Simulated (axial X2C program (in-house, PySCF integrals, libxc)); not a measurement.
Nuclear properties of AsCN

Calculated with an axial X2C code built on PySCF integrals: two-component X2C with atomic mean-field Coulomb and Gaunt terms, Gaussian nuclei, basis As dyall-v3z, C dyall-v3z, N dyall-av3z with contracted cores.

As–C–N held linear, with bonds 1.856 and 1.163 Å (near the PBE0 minimum at charge 0 of the determinant lowest at the starting distance; the state shown can have its own minimum elsewhere, held linear; other orders of the atoms were not compared).

Input and command:
```json
{"zs": [33, 6, 7], "q": 0, "bas": ["dyall-v3z", "dyall-v3z", "dyall-av3z"], "r0": [1.91, 1.16], "symm": 0, "scan": ["PBE0", "HF", "PBE"], "levels": ["PBE0", "HF", "TPSSh"], "nst": 2}
```
```bash
python solin.py task.json out
```

Keys: zs atomic numbers; q charge; bas basis sets; r0 starting distance in Å; symm equal bonds; scan levels of the two-bond scan; levels methods; nst determinants followed.

Determinant lowest in the PBE0 search, Ω = 1 (⟨Sz⟩ = 1.00, ⟨Lz⟩ = 0.00 at PBE0), spin on the atoms As 0.94, C -0.13, N 0.19:

| level | Eeff magnitude (GV/cm) | Ws magnitude As (kHz) | A∥/gI As (MHz) | qzz As (a.u.) | A∥/gI C (MHz) | qzz C (a.u.) | A∥/gI N (MHz) | qzz N (a.u.) | μ (D) |
| --- | --- | --- | --- | --- | --- | --- | --- | --- | --- |
| PBE0 | 0.395 | 0.157 | -432 | -0.08 | -18.6 | -0.40 | -16.5 | -1.08 | -3.40 |
| HF | 1.05 | 0.43 | -267 | 0.10 | -55.1 | -0.47 | 2.97 | -1.20 | -3.35 |
| TPSSh | 0.396 | 0.16 | -398 | 0.02 | -17.5 | -0.39 | -18.1 | -1.06 | -3.31 |

Determinant 0.73 eV from it at PBE0 and this distance, Ω = 0 (closed shell), highest spinor 78% As p, 12% N p, 7% C d:

```tsv
level	qzz As (a.u.)	qzz C (a.u.)	qzz N (a.u.)	μ (D)
PBE0	-0.03	-0.40	-1.09	-3.35
HF	0.05	-0.50	-1.25	-3.56
TPSSh	0.08	-0.40	-1.07	-3.23
```

Eeff is the effective electric field on the electron electric dipole moment in this Ω state and Ws the scalar–pseudoscalar constant of the nucleus named (defined with the proton number Z and per Ω); A∥ (defined per Ω) follows by multiplying with gI = μI/(I μN); qzz is the electric field gradient, eQq0 = 234.96 MHz × Q/barn × qzz; μ is positive if the N end (last atom) is positive. The operators were transformed with the bare-nucleus X2C matrices; with these basis sets, hyperfine constants and field gradients can be off by tens of per cent, and where levels differ in sign neither size nor sign is settled.

With gI(75As) = 0.9597, Q(14N) = 0.02044 barn (g factors from the IAEA table of nuclear moments by Stone; Q from Pyykkö, Mol. Phys. 2018), turn the PBE0 values of the first state into constants in MHz.

A∥(75As) = -432 × 0.9597 = -415 MHz; eQq0(14N) = 234.96 × (0.02044) × (-1.08) = -5.19 MHz.

The molecule was held linear; bending was not examined, so a bent shape may lie lower.

Each state is one determinant with collinear spin, which with several unpaired electrons need not be a pure state. Unrestricted Hartree–Fock can overshoot spin polarisation at the nuclei. A closed determinant beside an open π² or δ² triplet, such as (π1/2)², mixes with its partner pair into the 0⁺ component of the triplet and ¹Σ⁺, so its energy is not that of a level, and 0⁺ can lie lowest. With several open shells hyperfine constants can be off by a factor of several. Where Eeff spreads by more than a factor of two the levels disagree and none is to be relied on. Open-shell Ω = 0 determinants with evenly filled partner blocks cannot be reached by this program, so the Ω shown need not be the lowest component. The search compared states at one distance, so a state with another bond length can lie lower. Where a field gradient or hyperfine factor spreads by more than a factor of two over the levels, a constant derived from it is not to be relied on. PBE0 term energies can be off by some tenths of an eV.
